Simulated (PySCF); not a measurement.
SbMe3, C3H9Sb.
Bonds: Sb1–C2, Sb1–C6, Sb1–C10. Hydrogens: H3, H4, H5 on C2; H7, H8, H9 on C6; H11, H12, H13 on C10.

Computed with PySCF, PBE0-D3(BJ)/def2-SVP geometry optimisation, gas phase, def2 core potentials past Kr.

Give the optimised bond lengths and angles.

```
                   bond  length (pm)
Sb1–C2, Sb1–C6, Sb1–C10        217.2
 C2–H3 and 8 like bonds        110.0
```

Bonds in one row agree within 1 pm and their mean is given. A selection of angles:
```
    angle  degrees
C2–Sb1–C6     94.3
Sb1–C2–H3    109.8
 H3–C2–H4    109.4
 H3–C2–H5    108.4
```

All 3 C–Sb bonds measure 2.171 to 2.172 Å. Sb1 (antimony bonded to 3 C) is pyramidal (angles 94.4°, 94.3° and 94.1°, sum 282.7°, 1.16 Å off the plane of its three neighbours).

Point group: near C3v, missed by 0.13 Å at most; the miss may be what the optimiser left on a soft mode (C3 holds within 0.08 Å). Whether it is a minimum is left open (no frequencies).

On an Arm Neoverse V2 with one thread, shared host with 96 logical CPUs at a one-minute load of 46, this took 23 s of wall time and 0.45 GiB of memory at its peak. This is the geometry optimisation.
